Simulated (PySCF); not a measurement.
## PySCF run on Be

File input.py (PySCF 2.14):

```python
from pyscf import gto, scf, mp

mol = gto.M(
    atom='Be 0 0 0',
    basis='jorge-tzp-dkh',
    charge=0,
    spin=0,
    symmetry=True,
    verbose=3,
)
mf = scf.RHF(mol)
mf = mf.sfx2c1e()
mf.kernel()
mp.MP2(mf).kernel()
mf.dip_moment()
print('orbital energies (hartree):', mf.mo_energy[..., max(0, mol.nelec[1]-3):mol.nelec[0]+3].round(4))
```

```bash
$ python input.py
```

The log:

```
converged SCF energy = -14.5746645266338
E(RMP2) = -14.6164775060585  E_corr = -0.0418129794247272
E(SCS-RMP2) = -14.6246295970702  E_corr = -0.0499650704363664
Dipole moment(X, Y, Z, Debye):  0.00000, -0.00000, -0.00000
orbital energies (hartree): [-4.7315 -0.3082  0.0467  0.0467  0.0467]
```

In short: E(SCF) = -14.574665 Eh, E(MP2) − E(SCF) = -0.04181 Eh.

Wall time 1.1 s on one thread of a shared host.
